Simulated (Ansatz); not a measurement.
## Energy profile

The step: SnCl₂ + HCl → SnCl₂ + HCl; bonds formed: Sn1–Cl5, Cl3–H4; bonds broken: Sn1–Cl3, H4–Cl5 (atoms numbered as in the saddle structure below).

Sn1  (1.233, 0.243, -0.588)
Cl2  (1.318, -2.063, -0.090)
Cl3  (-1.334, 0.275, -1.181)
H4  (-1.061, 0.635, 0.311)
Cl5  (-0.156, 0.909, 1.549)
(Å)

Electronic energies by CCSD(T) at an estimated basis limit (MP2 extrapolated from triple and quadruple zeta, plus CCSD(T) − MP2 in triple zeta), on PBE0-D4/def2-TZVP structures; SnHCl3, closed shell; no counterpoise correction. Program: Ansatz 0.2.0. Basis: def2-TZVPP and def2-QZVPP. Cores are frozen in the correlated methods. Filled d shells of the heavier atoms are correlated. Core potentials replace the inner electrons of the atoms past krypton. The def2 sets are not built for correlating such inner shells, so the correlated values are less sure here. Extrapolation: Hartree–Fock as exp(−7.88 √X), correlation as X^−2.97.

Give the profile in kJ/mol, counted from the separated reactants. (An estimate is asked for; the value comes from the calculation.)

Computed:
| point | kJ/mol |
| --- | --- |
| separated: SnCl2 (linked as [Cl][Sn][Cl]; Sn1, Cl2, Cl3; singlet) + HCl (H4, Cl5; singlet) | 0.0 |
| start structure | -27.8 |
| saddle | -4.8 |
| end structure | -27.8 |
| separated: SnCl2 (linked as [Cl][Sn][Cl]; Sn1, Cl2, Cl5; singlet) + HCl (Cl3, H4; singlet) | 0.0 |

No T1 diagnostic of these runs exceeds 0.014.

For scale, one of the runs: CCSD(T)/def2-TZVPP, 190 basis functions (an equivalent command: `ansatz run in.yaml --threads 4`). Hardware: 4 CPU threads, shared host. Wall time 53 s; peak host memory 2.1 GiB.
